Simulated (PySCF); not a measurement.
**Curvature of the energy in the electron number along the 3d series, charge +2**

Calculated with PySCF 2.14, in aug-cc-pVDZ, non-relativistic, aug-cc-pVDZ-PP with ECP10MDF, ECP: one orbital is emptied in steps, and each cell gives the departure of E from the straight line at half an electron, in eV (from a cubic fit). The exact functional gives zero.

| species | orbital | LDA | PBE | r2SCAN | PBE0 | BHandHLYP | LC-wPBE | wB97X | UHF |
| --- | --- | --- | --- | --- | --- | --- | --- | --- | --- |
| Sc²⁺ | 3d alpha | -1.83 | -1.79 | -1.67 | -1.31 | -0.83 | -0.60 | -0.67 | 0.14 |
| Ti²⁺ | 3d alpha | -1.97 | -1.93 | -1.82 | -1.39 | -0.86 | -0.70 | -0.75 | 0.22 |
| V²⁺ | 3d alpha | -2.04 | -1.99 | -1.86 | -1.41 | -0.83 | -0.72 | -0.77 | 0.34 |
| Cr²⁺ | 3d alpha | -2.11 | -2.05 | -1.89 | -1.43 | -0.80 | -0.76 | -0.78 | 0.44 |
| Mn²⁺ | 3d alpha | -2.20 | -2.14 | -2.00 | -1.47 | -0.80 | -0.82 | -0.83 | 0.55 |
| Fe²⁺ | 3d beta | -2.09 | -2.03 | -1.84 | -1.36 | -0.72 | -0.72 | -0.73 | 0.60 |
| Co²⁺ | 3d beta | -2.22 | -2.15 | -1.98 | -1.43 | -0.73 | -0.81 | -0.80 | 0.70 |
| Ni²⁺ | 3d beta | -2.30 | -2.22 | -2.04 | -1.46 | -0.71 | -0.87 | -0.84 | 0.80 |
| Cu²⁺ | 3d beta | -2.31 | -2.19 | -1.99 | -1.42 | -0.65 | -0.83 | -0.75 | 0.89 |
| Zn²⁺ | 3d beta | -2.41 | -2.30 | -2.09 | -1.47 | -0.63 | -0.93 | -0.83 | 1.01 |

Task: How does the mean departure depend on the functional?

Result: LDA -2.15 eV; PBE -2.08 eV; r2SCAN -1.92 eV; PBE0 -1.41 eV; BHandHLYP -0.76 eV; LC-wPBE -0.78 eV; wB97X -0.77 eV; UHF 0.57 eV. Semilocal functionals are convex (delocalisation error), Hartree-Fock is concave or straight, and exact exchange removes curvature roughly in proportion to its share, so among the functionals the range-separated hybrids usually come closest to zero.
